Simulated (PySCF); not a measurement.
Cd²⁺: interval between two levels

Cd²⁺ [Kr] 4d10 → Cd²⁺ [Kr] 4d9 5p1 [3F4, M_J = 4], as a difference of total energies. Calculation: PySCF 2.14, in x2c-SVPall-2c with one added diffuse shell each of s, p, d type (7s10p7d1f, 79 functions); the two-component X2C-1e Hamiltonian. Correlated levels: [Ar] 3d10 frozen; the 6 highest virtual spinors dropped. "Screened" scales the spin-orbit matrix elements by Boettger's factors to mimic the two-electron term; Breit and QED terms are absent.

```
                    method  interval between two levels (cm⁻¹)
           GHF (spin-free)                              134120
          GMP2 (spin-free)                              139230
 GHF (screened spin-orbit)                              132930
GMP2 (screened spin-orbit)                              138040
```

The labels give the starting determinants; with spin-orbit coupling the two ends relaxed to ⟨J²⟩ = 0.00, ⟨L²⟩ = 0.02, ⟨S²⟩ = 0.02 and ⟨J²⟩ = 20.01, ⟨L²⟩ = 12.02, ⟨S²⟩ = 2.02.
